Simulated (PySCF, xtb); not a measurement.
C2Cl3, SMILES Cl[C]=C(Cl)Cl (connectivity only; charge and spin as stated), charge +1, multiplicity 1.

GFN2-xTB (xtb) at its own geometry gives an orbital gap of 1.17 eV.

The structure is a stationary point at PBE0-D3(BJ)/def2-SVP. The multiplicity is an assumed one; other spin states were not compared. The isomer is the one that the SMILES or the coordinates give; other isomers of the formula were not compared.

Problem. What does ωB97X/def2-TZVP run with PySCF give? (Estimate from the structure and the level; the computed values follow.)

Solution. gap 7.72 eV (levels -15.71 and -7.99 eV).
